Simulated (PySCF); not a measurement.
Vanadium: highly charged ions in a basis for the neutral atom

V²¹⁺ 1s2, V²²⁺ 1s1. Computed with PySCF 2.14 in pcseg-2 (6s4p3d2f1g, 56 functions), with no relativity, point nucleus. No spin-orbit coupling, so a gap to NIST mixes the basis error with missing relativistic terms.

Changed run: basis of the neutral atom used for a highly charged ion. This setting is unsound on purpose.

```csv
species,method,sound run (hartree),changed run (hartree),converged
V²¹⁺,UHF,not run,-514.71481,yes
V²¹⁺,LDA,not run,-512.96847,yes
V²²⁺,UHF,not run,-264.41714,yes
V²²⁺,LDA,not run,-263.47331,yes
```

Ionisation energy of V²¹⁺:

| method | changed run (eV) | NIST (eV) |
| --- | --- | --- |
| UHF | 6810.9 | 6851.3 |
| TPSS | 6812.4 | 6851.3 |
| LDA | 6789.1 | 6851.3 |

The contracted functions were made for the neutral atom and can be too rigid for a highly charged ion.
